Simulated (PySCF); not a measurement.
These are CAM-B3LYP-D3(BJ)/def2-TZVP in PySCF values and carry that method's errors. Isolated molecules, 0 K electronic values unless said otherwise. Excitations are Tamm–Dancoff values on a coarser integration grid. The basis has no diffuse functions, so Rydberg states are missing or too high.

Reference species (SMILES): `Cl[Si](=[SiH2])F` (neutral, multiplicity 1).

HOMO: -7.71 eV
dipole moment: 0.49 D
S1 excitation (TDA): 4.16 eV

Changed species: `F/[SiH]=[SiH]\Cl`.

Task: Predict the effect on the HOMO, dipole moment and S1 excitation (TDA).

Result: the HOMO goes up by 0.22 eV, to -7.49 eV; the dipole moment goes up by 1.17 D, to 1.66 D; the S1 excitation (TDA) decreases by 0.57 eV, to 3.59 eV.
